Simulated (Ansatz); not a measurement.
A nudged elastic band was laid between two geometries of Cl3FSi + H2O (8 atoms, charge 0, multiplicity 1).

These are results of RKS B3LYP-D4/def2-SVP in Ansatz 0.2.0, not measurements.

| Item | Value |
| --- | --- |
| movable images | 5 |
| climbing image | yes |
| spring | 5.0 eV/Å² |
| optimiser | quadratic models (default) |
| start path | through a guess of the saddle point |
| force threshold | 0.05 eV/Å |
| iteration limit | 59 |
| end points | relaxed |

First end point:

```xyz
8
Properties=species:S:1:pos:R:3
Si -0.828 0.427 -0.632
F -0.615 -1.169 -0.522
Cl -2.263 0.694 -2.068
Cl -1.495 1.196 1.125
Cl 0.902 1.303 -1.278
H 0.945 -1.431 1.147
O 1.295 -0.568 1.406
H 2.058 -0.452 0.822
```

Last end point:

```xyz
8
Properties=species:S:1:pos:R:3
Si -0.164 0.793 -0.320
F -0.815 -2.198 0.916
Cl -1.129 0.027 -1.948
Cl -1.494 1.289 1.135
Cl 0.923 2.436 -0.903
H -0.019 -1.712 0.838
O 0.900 -0.311 0.320
H 1.798 -0.323 -0.039
```

Question: Which bonds break or form, and what moves?

Answer: Bonds broken: Si1–F2, H6–O7. Bonds formed: Si1–O7, F2–H6. Cl3FSi + H2O becomes Cl3HOSi + FH.

Question: Give the energies along the band, and the barrier.

Answer: The forces met the threshold. The highest image is number 4 of 0 to 6, 1.10 eV above the first end and 0.84 eV above the last; the last end lies 0.26 eV above the first. A vibrational analysis at the climbing image gives one clearly imaginary mode, 818i cm⁻¹: a first-order saddle point. The orbitals stay closed-shell, which can raise the energy where a bond breaks towards radicals; this wasn't checked here.

```tsv
image	path coordinate (Å)	energy (eV)	Si1–F2 (Å)	H6–O7 (Å)	Si1–O7 (Å)
0	0.00	0.00	1.61	0.97	3.11
1	0.82	0.19	1.62	0.97	2.71
2	1.65	0.52	1.65	0.97	2.12
3	2.47	0.58	1.66	0.97	1.97
4	3.29	1.10	1.91	1.16	1.80
5	4.00	0.45	2.58	1.58	1.68
6	4.72	0.26	3.30	1.75	1.66
```

Question: What is the geometry of the highest image?

Answer: 
```xyz
8
Properties=species:S:1:pos:R:3
Si -0.378 0.396 -0.165
F -0.923 -1.305 0.519
Cl -1.171 -0.149 -1.991
Cl -1.596 1.335 1.196
Cl 0.843 2.003 -0.791
H 0.275 -1.353 0.643
O 1.036 -0.491 0.497
H 1.915 -0.435 0.093
```

Question: What are the harmonic wavenumbers there?

Answer: 818i, 94, 121, 208, 239, 266, 280, 368, 421, 434, 587, 636, 741, 805, 918, 1170, 2048, 3822 cm⁻¹.

Run time: 5.7 min on 2 threads of Intel(R) Xeon(R) Platinum 8488C (Sapphire Rapids), with other jobs on the host, peak memory 0.29 GiB.
